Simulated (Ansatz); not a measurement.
`C[O][Sn]([Cl])([Cl])[Cl]` + H₂ → `[Cl][SnH]([Cl])[Cl]` + CH₃OH at 400 K and 1 bar (hydrogenolysis of the Sn–O bond).

Gas-phase electronic energies from Ansatz, PBE0-D4/def2-TZVP geometries. CCSD(T)/CBS is the MP2 limit (def2-TZVPP, def2-QZVPP) plus CCSD(T) − MP2 in def2-TZVPP, frozen cores. This one scheme is used for every species. def2 core potentials past Kr. For Sn outer-core shells are correlated without core-valence functions, which leaves a few kJ/mol of doubt a bond. Each species was taken in one conformer, which may not be the lowest.

| species | CCSD(T)/CBS energy (Eh) | H − E (kJ/mol) | S (J/(mol·K)) |
| --- | --- | --- | --- |
| `C[O][Sn]([Cl])([Cl])[Cl]` | -1708.53518 | 159.9 | 467.8 |
| H₂ | -1.17544 | 38.0 | 139.0 |
| `[Cl][SnH]([Cl])[Cl]` | -1594.09169 | 55.7 | 371.6 |
| CH₃OH | -115.61712 | 151.2 | 252.6 |

H − E and S are ideal-gas, rigid-rotor, harmonic terms from PBE0-D4/def2-TZVP, for one conformer and one mirror image of each species. For small species the MP2-based limit differs from directly extrapolated CCSD(T) by up to some mEh (0.8 for H₂); such offsets cancel only in part. 1 Eh = 2625.50 kJ/mol, R = 8.31446 J/(mol·K).

Problem. By hand: ΔE, ΔH, ΔS and ΔG.

Solution. ΔE = (-1594.09169) + (-115.61712) − (-1708.53518) − (-1.17544) = 0.00181 Eh = 4.8 kJ/mol. Δ(H − E) = 55.7 + 151.2 − 159.9 − 38.0 = 9.0, so ΔH = 13.8 kJ/mol. ΔS = 371.6 + 252.6 − 467.8 − 139.0 = 17.4 J/(mol·K). ΔG = 13.8 − 400 × (17.4)/1000 = 6.8 kJ/mol.

Problem. By hand: the equilibrium constant, and the temperature at which ΔG would vanish if ΔH and ΔS stayed fixed.

Solution. log₁₀ K = −ΔG/(RT ln 10) = -0.9. ΔG = 0 at ΔH/ΔS = 793 K, though so small a ΔS makes that figure unsure.

TΔS isn't small against ΔH here. A doubt of 5 kJ/mol in ΔE shifts log₁₀ K by 0.7 here. Other conformers and mirror images would add mixing entropy, several J/(mol·K) or more a flexible species. Modes under 60 cm⁻¹, often nearly free rotors, make the harmonic entropy too high. These are equilibria of isolated gas molecules and say nothing of rates. Largest T1 diagnostic: 0.012 (customary marks: 0.02 for closed shells, 0.045 for open ones).
